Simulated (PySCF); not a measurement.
# Simulated absorption spectrum

Species: C3H4F4O.
SMILES with atom numbers: `[OH:1][CH2:2][C@@H:3]([F:4])[C:5]([F:6])([F:7])[F:8]` (hydrogens: H9 on O1; H10, H11 on C2; H12 on C3)

Geometry (PBE0-D3(BJ)/def2-SVP, Å), atoms numbered from 1 in this order:
```xyz
12
C3H4F4O angstrom
O     -0.5870    1.6422    0.7198
C     -0.9608    0.3027    0.6986
C     -0.2634   -0.4826   -0.3911
F     -0.5945    0.0615   -1.6102
C      1.2582   -0.4846   -0.3032
F      1.6372   -0.8737    0.9162
F      1.7820    0.7092   -0.5486
F      1.7724   -1.3435   -1.1846
H     -0.7049    1.9935   -0.1708
H     -0.7068   -0.1371    1.6751
H     -2.0502    0.1640    0.5467
H     -0.5862   -1.5375   -0.3686
```

Computed, not measured: TDDFT CAM-B3LYP/def2-SVPD, vertical, gas phase, core orbitals frozen in the response (PySCF).

Computed states:

```json
{"state": "S1", "E (eV)": "7.60", "f": "0.0097"}
{"state": "S2", "E (eV)": "8.56", "f": "0.038"}
{"state": "S3", "E (eV)": "9.12", "f": "0.013"}
{"state": "S4", "E (eV)": "9.24", "f": "0.015"}
{"state": "S5", "E (eV)": "9.36", "f": "0.034"}
{"state": "S6", "E (eV)": "9.69", "f": "0.010"}
{"state": "S7", "E (eV)": "9.91", "f": "0.022"}
{"state": "S8", "E (eV)": "9.96", "f": "0.029"}
{"state": "S9", "E (eV)": "10.23", "f": "0.0011"}
{"state": "S10", "E (eV)": "10.28", "f": "0.0019"}
```

Broadening: Gaussians 0.5 eV wide at half height, area fixed by f = 4.319×10⁻⁹ ∫ε dν̃. The width is an assumption, not a result. The curve ends short of the highest state used, and states not computed would add to its high-energy end.

Question: What does the envelope look like, and where are its maxima?

Answer: 
(λ (nm), ε (L mol⁻¹ cm⁻¹)): (128.1, 2610), (129.4, 2553), (130.6, 2762), (131.8, 3052), (133.1, 3199), (134.3, 3043), (135.5, 2630), (136.7, 2105), (138.0, 1612), (139.2, 1370), (140.4, 1375), (141.6, 1573), (142.9, 1860), (144.1, 2040), (145.3, 2040), (146.6, 1821), (147.8, 1477), (149.0, 1088), (150.2, 732), (151.5, 439), (152.7, 265), (153.9, 176), (155.2, 155), (156.4, 187), (157.6, 252), (158.8, 333), (160.1, 422), (161.3, 486), (162.5, 521), (163.7, 521), (165.0, 482), (166.2, 419), (167.4, 343), (168.7, 258), (169.9, 187), (171.1, 129), (172.3, 84), (173.6, 50), (174.8, 30), (176.0, 17), (177.3, 9), (178.5, 4), (179.7, 2), (180.9, 1)

Maxima: 163 nm (7.60 eV), ε about 530, made up of S1 (100%); 145 nm (8.57 eV), ε about 2100, made up of S2 (99%); 133 nm (9.32 eV), ε about 3200, made up of S3 (14%), S4 (24%) and S5 (57%) (ε in L mol⁻¹ cm⁻¹; maxima over ε = 5, shares over 10%). At its high-energy end, 9.68 eV, the curve is still rising (ε about 2600, from S5, S6, S7 and S8).

Question: Coming from long wavelengths, where does ε first pass 100 L mol⁻¹ cm⁻¹?

Answer: At about 172 nm (7.22 eV), 0.39 eV below S1.

Question: What would ε be at 9.32 eV, the highest of these maxima, with half the width (0.25 eV)?

Answer: About 4910 L mol⁻¹ cm⁻¹ against 3200, a factor of about 1.5; a lone state at its own centre would give exactly 2.

All these states lie below the vertical ionisation energy of 11.37 eV (ΔSCF).

One conformer stands for the species.
